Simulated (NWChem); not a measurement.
Molecule: C2H6Mg; SMILES [CH3][Mg][CH3]

```xyz
9

Mg     0.0000     0.0000    -0.4159
C      2.0991    -0.0004    -0.4151
H      2.5101    -0.3398     0.5451
H      2.5103     1.0011    -0.6006
H      2.5113    -0.6618    -1.1891
C     -2.0991     0.0004    -0.4151
H     -2.5103    -1.0011    -0.6006
H     -2.5113     0.6618    -1.1891
H     -2.5101     0.3398     0.5451
```
Atoms are numbered in this order, from 1.

All runs use the structure optimised with B3LYP/6-31G* (spherical d).

Task: Give the principal values of the shielding tensors (ppm) of Mg1, C2 from BHandHLYP/pcSseg-1, GIAO (NWChem), with their diamagnetic and paramagnetic parts as GIAO splits them.

Result: 
```csv
atom,σ11,σ22,σ33,isotropic,diamagnetic,paramagnetic
Mg1,251.1,251.1,707.9,403.4,710.6,-307.2
C2,198.0,212.2,212.2,207.5,250.9,-43.4
```
